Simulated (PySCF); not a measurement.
Ga, charge +1, singlet; PySCF with B3LYP/def2-SVP.

PySCF was given this input:
```python
from pyscf import gto, scf, dft

mol = gto.Mole()
mol.atom = '''
    Ga    0.00000000    0.00000000    0.00000000
'''
mol.basis = 'def2-svp'
mol.charge = 1
mol.verbose = 4
mol.build()

mf = dft.RKS(mol)
mf.xc = 'b3lyp'
mf.diis = False
mf.max_cycle = 100
mf.kernel()
```

The log (banner, timings and long lists left out):

```
PySCF version 2.14.0

[INPUT] verbose = 4
[INPUT] num. atoms = 1
[INPUT] num. electrons = 30
[INPUT] charge = 1
[INPUT] spin (= nelec alpha-beta = 2S) = 0
[INPUT] symmetry False subgroup None
[INPUT] Mole.unit = angstrom
[INPUT] Symbol           X                Y                Z      unit          X                Y                Z       unit  Magmom
[...]
nuclear repulsion = 0
number of shells = 12
number of NR pGTOs = 74
number of NR cGTOs = 32
basis = def2-svp
ecp = {}

******** <class 'pyscf.dft.rks.RKS'> ********
method = RKS
initial guess = minao
damping factor = 0
level_shift factor = 0
DIIS disabled
SCF conv_tol = 1e-09
SCF conv_tol_grad = None
SCF max_cycles = 100
direct_scf = True
direct_scf_tol = 1e-13
XC library pyscf.dft.libxc version 7.1.2
    S. Lehtola, C. Steigemann, M. J. T. Oliveira, and M. A. L. Marques,  SoftwareX 7, 1–5 (2018)
XC functionals = b3lyp
    P. J. Stephens, F. J. Devlin, C. F. Chabalowski, and M. J. Frisch,  J. Phys. Chem. 98, 11623 (1994)
radial grids:
    Treutler-Ahlrichs [JCP 102, 346 (1995); DOI:10.1063/1.469408] (M4) radial grids

becke partition: Becke, JCP 88, 2547 (1988); DOI:10.1063/1.454033
pruning grids: <function nwchem_prune>
grids dens level: 3
symmetrized grids: False
atomic radii adjust function: <function treutler_atomic_radii_adjust>
small_rho_cutoff = 0
Set gradient conv threshold to 3.16228e-05
Initial guess from minao.
tot grids = 20904
init E= -1924.05285721069
[...]
cycle= 1 E= -1924.36529500527  delta_E= -0.312  |g|= 0.422  |ddm|= 0.549
[...]
cycle= 2 E= -1924.36582763639  delta_E= -0.000533  |g|= 0.512  |ddm|= 1.06
[...]
cycle= 3 E= -1924.34877959786  delta_E= 0.017  |g|= 0.678  |ddm|= 0.504
[...]
cycle= 4 E= -1924.33423907672  delta_E= 0.0145  |g|= 0.761  |ddm|= 0.609
[...]
cycle= 5 E= -1924.29186535396  delta_E= 0.0424  |g|= 1.04  |ddm|= 0.741
[...]
cycle= 6 E= -1924.26578602947  delta_E= 0.0261  |g|= 1.11  |ddm|= 0.913
[...]
cycle= 7 E= -1924.15663862836  delta_E= 0.109  |g|= 1.61  |ddm|= 1.11
[...]
cycle= 8 E= -1924.12044457231  delta_E= 0.0362  |g|= 1.61  |ddm|= 1.37
[...]
cycle= 9 E= -1923.82610364725  delta_E= 0.294  |g|= 2.52  |ddm|= 1.66
[...]
cycle= 10 E= -1923.82129325559  delta_E= 0.00481  |g|= 2.28  |ddm|= 2.05
[...]
cycle= 11 E= -1922.98158285528  delta_E= 0.84  |g|= 4.03  |ddm|= 2.47
[...]
cycle= 12 E= -1923.2365562094  delta_E= -0.255  |g|= 3.12  |ddm|= 3.06
[...]
cycle= 13 E= -1920.70370525506  delta_E= 2.53  |g|= 6.57  |ddm|= 3.63
[...]
cycle= 14 E= -1922.20586119825  delta_E= -1.5  |g|= 4.05  |ddm|= 4.48

WARN: HOMO -0.213148050988158 == LUMO -0.213148050988157

cycle= 15 E= -1897.4527228773  delta_E= 24.8  |g|= 11.2  |ddm|= 6.08
[...]
cycle= 16 E= -1919.27678843168  delta_E= -21.8  |g|= 5.31  |ddm|=  7.8

WARN: HOMO -0.0424978214943978 == LUMO -0.0416587708349904

cycle= 17 E= -1886.94331467522  delta_E= 32.3  |g|= 12.9  |ddm|= 8.49
[...]
cycle= 18 E= -1918.79065690909  delta_E= -31.8  |g|= 5.42  |ddm|= 8.68
[...]
cycle= 19 E= -1886.0099569833  delta_E= 32.8  |g|= 12.9  |ddm|= 8.74
[...]
cycle= 20 E= -1918.75349795466  delta_E= -32.7  |g|= 5.42  |ddm|= 8.75
[...]
cycle= 21 E= -1885.95165502324  delta_E= 32.8  |g|= 12.9  |ddm|= 8.76
[...]
cycle= 22 E= -1918.75142185331  delta_E= -32.8  |g|= 5.42  |ddm|= 8.76
[...]
cycle= 23 E= -1885.94820523169  delta_E= 32.8  |g|= 12.9  |ddm|= 8.76
[...]
cycle= 24 E= -1918.75129284118  delta_E= -32.8  |g|= 5.42  |ddm|= 8.76
[...]
cycle= 25 E= -1885.94802099409  delta_E= 32.8  |g|= 12.9  |ddm|= 8.76
[...]
cycle= 26 E= -1918.7512843073  delta_E= -32.8  |g|= 5.42  |ddm|= 8.76
[...]
cycle= 27 E= -1885.94801834169  delta_E= 32.8  |g|= 12.9  |ddm|= 8.76
[...]
cycle= 28 E= -1918.75128365137  delta_E= -32.8  |g|= 5.42  |ddm|= 8.76
[...]
cycle= 29 E= -1885.94802069651  delta_E= 32.8  |g|= 12.9  |ddm|= 8.76
[...]
cycle= 30 E= -1918.75128357699  delta_E= -32.8  |g|= 5.42  |ddm|= 8.76
[...]
cycle= 31 E= -1885.94802155488  delta_E= 32.8  |g|= 12.9  |ddm|= 8.76
[...]
[...]
[...]
cycle= 50 E= -1918.75128355823  delta_E= -32.8  |g|= 5.42  |ddm|= 8.76
[...]
cycle= 51 E= -1885.94802190933  delta_E= 32.8  |g|= 12.9  |ddm|= 8.76
[...]
cycle= 52 E= -1918.75128355823  delta_E= -32.8  |g|= 5.42  |ddm|= 8.76
[...]
cycle= 53 E= -1885.94802190933  delta_E= 32.8  |g|= 12.9  |ddm|= 8.76
[...]
cycle= 54 E= -1918.75128355823  delta_E= -32.8  |g|= 5.42  |ddm|= 8.76
[...]
cycle= 55 E= -1885.94802190933  delta_E= 32.8  |g|= 12.9  |ddm|= 8.76
[...]
cycle= 56 E= -1918.75128355823  delta_E= -32.8  |g|= 5.42  |ddm|= 8.76
[...]
cycle= 57 E= -1885.94802190933  delta_E= 32.8  |g|= 12.9  |ddm|= 8.76
[...]
cycle= 58 E= -1918.75128355823  delta_E= -32.8  |g|= 5.42  |ddm|= 8.76
[...]
cycle= 59 E= -1885.94802190934  delta_E= 32.8  |g|= 12.9  |ddm|= 8.76
[...]
cycle= 60 E= -1918.75128355823  delta_E= -32.8  |g|= 5.42  |ddm|= 8.76
[...]
cycle= 61 E= -1885.94802190933  delta_E= 32.8  |g|= 12.9  |ddm|= 8.76
[...]
cycle= 62 E= -1918.75128355823  delta_E= -32.8  |g|= 5.42  |ddm|= 8.76
[...]
cycle= 63 E= -1885.94802190933  delta_E= 32.8  |g|= 12.9  |ddm|= 8.76
[...]
cycle= 64 E= -1918.75128355823  delta_E= -32.8  |g|= 5.42  |ddm|= 8.76
[...]
cycle= 65 E= -1885.94802190933  delta_E= 32.8  |g|= 12.9  |ddm|= 8.76
[...]
cycle= 66 E= -1918.75128355823  delta_E= -32.8  |g|= 5.42  |ddm|= 8.76
[...]
cycle= 67 E= -1885.94802190933  delta_E= 32.8  |g|= 12.9  |ddm|= 8.76
[...]
cycle= 68 E= -1918.75128355823  delta_E= -32.8  |g|= 5.42  |ddm|= 8.76
[...]
cycle= 69 E= -1885.94802190933  delta_E= 32.8  |g|= 12.9  |ddm|= 8.76
[...]
cycle= 70 E= -1918.75128355823  delta_E= -32.8  |g|= 5.42  |ddm|= 8.76
[...]
cycle= 71 E= -1885.94802190933  delta_E= 32.8  |g|= 12.9  |ddm|= 8.76
[...]
cycle= 72 E= -1918.75128355823  delta_E= -32.8  |g|= 5.42  |ddm|= 8.76
[...]
cycle= 73 E= -1885.94802190934  delta_E= 32.8  |g|= 12.9  |ddm|= 8.76
[...]
cycle= 74 E= -1918.75128355823  delta_E= -32.8  |g|= 5.42  |ddm|= 8.76
[...]
cycle= 75 E= -1885.94802190934  delta_E= 32.8  |g|= 12.9  |ddm|= 8.76
[...]
cycle= 76 E= -1918.75128355823  delta_E= -32.8  |g|= 5.42  |ddm|= 8.76
[...]
cycle= 77 E= -1885.94802190934  delta_E= 32.8  |g|= 12.9  |ddm|= 8.76
[...]
cycle= 78 E= -1918.75128355823  delta_E= -32.8  |g|= 5.42  |ddm|= 8.76
[...]
cycle= 79 E= -1885.94802190933  delta_E= 32.8  |g|= 12.9  |ddm|= 8.76
[...]
cycle= 80 E= -1918.75128355823  delta_E= -32.8  |g|= 5.42  |ddm|= 8.76
[...]
cycle= 81 E= -1885.94802190934  delta_E= 32.8  |g|= 12.9  |ddm|= 8.76
[...]
cycle= 82 E= -1918.75128355823  delta_E= -32.8  |g|= 5.42  |ddm|= 8.76
[...]
cycle= 83 E= -1885.94802190933  delta_E= 32.8  |g|= 12.9  |ddm|= 8.76
[...]
cycle= 84 E= -1918.75128355823  delta_E= -32.8  |g|= 5.42  |ddm|= 8.76
[...]
cycle= 85 E= -1885.94802190933  delta_E= 32.8  |g|= 12.9  |ddm|= 8.76
[...]
cycle= 86 E= -1918.75128355823  delta_E= -32.8  |g|= 5.42  |ddm|= 8.76
[...]
cycle= 87 E= -1885.94802190933  delta_E= 32.8  |g|= 12.9  |ddm|= 8.76
[...]
cycle= 88 E= -1918.75128355823  delta_E= -32.8  |g|= 5.42  |ddm|= 8.76
[...]
cycle= 89 E= -1885.94802190933  delta_E= 32.8  |g|= 12.9  |ddm|= 8.76
[...]
cycle= 90 E= -1918.75128355823  delta_E= -32.8  |g|= 5.42  |ddm|= 8.76
[...]
cycle= 91 E= -1885.94802190933  delta_E= 32.8  |g|= 12.9  |ddm|= 8.76
[...]
cycle= 92 E= -1918.75128355823  delta_E= -32.8  |g|= 5.42  |ddm|= 8.76
[...]
cycle= 93 E= -1885.94802190933  delta_E= 32.8  |g|= 12.9  |ddm|= 8.76
[...]
cycle= 94 E= -1918.75128355823  delta_E= -32.8  |g|= 5.42  |ddm|= 8.76
[...]
cycle= 95 E= -1885.94802190933  delta_E= 32.8  |g|= 12.9  |ddm|= 8.76
[...]
cycle= 96 E= -1918.75128355823  delta_E= -32.8  |g|= 5.42  |ddm|= 8.76
[...]
cycle= 97 E= -1885.94802190934  delta_E= 32.8  |g|= 12.9  |ddm|= 8.76
[...]
cycle= 98 E= -1918.75128355823  delta_E= -32.8  |g|= 5.42  |ddm|= 8.76
[...]
cycle= 99 E= -1885.94802190934  delta_E= 32.8  |g|= 12.9  |ddm|= 8.76
[...]
cycle= 100 E= -1918.75128355823  delta_E= -32.8  |g|= 5.42  |ddm|= 8.76
SCF not converged.
SCF energy = -1918.75128355823
```

Convergence was not reached.
